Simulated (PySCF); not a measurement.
**How methods differ on the ionisation energy of Hg⁺**

Hg⁺ [Xe] 4f14 5d10 6s1 (2S) → Hg²⁺ [Xe] 4f14 5d10 (1S), as a difference of total energies. All numbers are calculated (PySCF 2.14, scalar relativity through the core potential, in def2-QZVPPD with the def2 core potential (60 electrons)). Correlated levels: valence: 5s2 5p6 frozen. The calculations carry no spin-orbit coupling.

```csv
method,ionisation energy (eV)
UHF,17.148
MP2 (valence),18.677
SCS-MP2 (valence),18.464
CCSD (valence),18.414
CCSD(T) (valence),18.506
```

Errors of the correlated levels include the incompleteness of this basis and the frozen core.

Question: Which method comes closest to the reference value, and which is furthest?

Answer: The reference is 18.757 eV (measured; NIST Atomic Spectra Database, ionization energies). Closest: MP2 (valence) (error -0.080 eV); furthest: UHF (error -1.609 eV).
